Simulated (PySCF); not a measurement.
Species: B2H7NO2.
Bonds: N1–B2, B2–B3, B3–O4, B3–O5. Hydrogens: H6, H7, H8 on N1; H9, H10 on B2; H11 on O4; H12 on O5.

Torsions of this conformer, `[NH3+:1][BH2-:2][B:3]([OH:4])[OH:5]`: N1–B2–B3–O4 -8°, H–O4–B3–B2 -178°, H–O5–B3–B2 -1°.

The closed-shell ground state was solved at several levels (PySCF, density fitting, gas phase, non-relativistic). Geometry: GFN2-xTB, one conformer, isolated molecule.

| level | basis functions | HOMO (eV) | LUMO (eV) | gap (eV) | dipole (D) |
| --- | --- | --- | --- | --- | --- |
| PBE0/def2-SVPD | 162 | -7.03 | -0.05 | 6.98 | 3.50 |
| PBE0/pcSseg-1 | 120 | -6.95 | 0.59 | 7.54 | 3.54 |
| CAM-B3LYP/def2-SVPD | 162 | -8.50 | 0.56 | 9.06 | 3.48 |

(1) What might B3LYP/pcJ-1 (205 basis functions) give for the same quantities?

(2) Over all these levels, which gives the widest orbital gap and which the narrowest?

(3) How far do the dipole and the HOMO energy spread over the levels?

Answers

(1) HOMO -6.74 eV, LUMO 0.27 eV, gap 7.01 eV, dipole 3.48 D.

(2) CAM-B3LYP/def2-SVPD (range-separated hybrid) has the widest, 9.06 eV, and PBE0/def2-SVPD (global hybrid, 25 % exact exchange) the narrowest, 6.98 eV. The two share the basis. From the narrowest to the widest the HOMO moves by -1.47 eV and the LUMO by +0.61 eV.

(3) The dipole runs from 3.48 to 3.54 D (mean 3.50 D) and the HOMO from -8.50 to -6.74 eV.
